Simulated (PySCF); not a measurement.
Compound: C5H16N2Si2.
Structure used (GFN2-xTB), in Å, numbered top down from 1:
```
atom  x, y, z in Å
C1     2.5216    1.1873   -0.7012
N2     1.8230   -0.0355   -0.4048
C3     2.7021   -1.1762   -0.4224
Si4    0.4220   -0.0104    0.6027
C5    -0.5503   -1.6377    0.3666
C6    -2.0346   -1.3113    0.5267
C7    -2.4776   -0.1983   -0.4245
Si8   -1.2723    1.2764   -0.2626
N9    -1.9193    2.2949    0.9761
H10    1.8149    2.0134   -0.7257
H11    3.2922    1.4094    0.0484
H12    3.0113    1.1094   -1.6761
H13    2.1316   -2.0781   -0.2231
H14    3.1753   -1.2653   -1.4048
H15    3.4956   -1.0918    0.3308
H16    0.7419    0.1131    2.0504
H17   -0.3820   -2.0413   -0.6343
H18   -0.2758   -2.4200    1.0746
H19   -2.6368   -2.2096    0.3533
H20   -2.2160   -0.9915    1.5560
H21   -3.5112    0.0725   -0.2078
H22   -2.4616   -0.5817   -1.4458
H23   -1.1739    1.9479   -1.5805
H24   -2.8756    2.6031    0.8982
H25   -1.3552    3.0454    1.3391
```

Computed at PBE0/pcSseg-1 (PySCF, non-relativistic), with Q(14N) = 0.02044 b: N2, 14N (I = 1): χzz = -5.351 MHz, η = 0.369; N9, 14N (I = 1): χzz = -4.502 MHz, η = 0.324.

Q: Find the zero-field quadrupole resonance frequencies of 14N at N2.

A: From ν± = (3/4)|χ|(1 ± η/3) and ν0 = |χ|η/2: ν+ 4.507 MHz, ν− 3.520 MHz, ν0 0.987 MHz (silicon-bound nitrogen).

Q: Where would the pure quadrupole (NQR) lines of 14N at N9 fall for the rigid, isolated species?

A: From ν± = (3/4)|χ|(1 ± η/3) and ν0 = |χ|η/2: ν+ 3.742 MHz, ν− 3.012 MHz, ν0 0.730 MHz (silicon-bound nitrogen).

In a crystal, neighbours and librations shift these lines. GFN2-xTB bond lengths can be off by several hundredths of an ångström, more for odd bonds, and the gradients follow them. A larger basis could move these couplings by a tenth or more.

One conformer stands for the species.
